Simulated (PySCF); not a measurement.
Continuum solvent and chemical shifts

Mapped SMILES: `[CH2:1]=[CH:2]/[CH:3]=[CH:4]\[O:5][SiH2:6][CH3:7]`. Hydrogens are named by the atom that carries them. Ha(C1) is cis to C3; Hb(C1) is trans to C3.

GIAO PBE0/pcSseg-1 in PySCF 2.14.0 with density-fitted response routines on one PBE0-D3(BJ)/def2-SVP conformer, non-relativistic, equivalent nuclei averaged. Solvents enter as an IEF-PCM continuum (tetrahydrofuran with ε = 7.4, water with ε = 78.4) around the gas-phase geometry. Shifts are referred to TMS computed in the same medium.

Gas phase, δ in ppm: C4 147.2, C2 137.7, C1 118.9, C3 118.1, C7 -4.0, Si6 -5.4, H(C2) 7.00, H(C4) 6.18, H(C3) 5.24, Ha(C1) 5.18, Hb(C1) 5.15, H(Si6) 4.99, H(C7) 0.49. Dipole moment 1.87 D.

(1) How does each δ change in the continuum?

(2) Which of the listed nuclei move most (in ppm), and what does the model miss? (N and O are left out, as their reference compounds move with the solvent too.)

## Answers

(1) 
```
 atoms                                                  environment  Δδ, tetrahydrofuran  Δδ, water
    C4                                 alkene carbon bearing oxygen                 +3.6       +4.4
    C2                                                    alkene CH                 +0.9       +1.0
    C1                                         terminal =CH2 carbon                 +0.6       +0.9
    C3                β carbon of an enol-ether or enamine type C=C                 -1.2       -1.4
    C7                                   methyl carbon bonded to Si                 +0.3       +0.3
   Si6                                  silicon bonded to C, O, 2 H                 +2.1       +2.6
 H(C2)                                     hydrogen on an alkene CH                +0.02      +0.02
 H(C4)                  hydrogen on an alkene carbon bearing oxygen                +0.27      +0.35
 H(C3)  hydrogen on a β carbon of an enol-ether or enamine type C=C                +0.14      +0.18
Ha(C1)                           hydrogen on a terminal =CH2 carbon                +0.13      +0.17
Hb(C1)                           hydrogen on a terminal =CH2 carbon                +0.10      +0.13
H(Si6)                         hydrogen on a silicon bonded to C, O                -0.03      -0.03
 H(C7)                     hydrogen on a methyl carbon bonded to Si                +0.08      +0.10
```

Changes are relative to the gas phase. The dipole moment becomes 2.26 D in tetrahydrofuran, 2.34 D in water.

(2) C4 (alkene carbon bearing oxygen, +4.4 ppm) in water. A continuum only polarises the solute; specific hydrogen bonds, the anisotropy of aromatic solvents and changes of geometry or conformer are outside it.
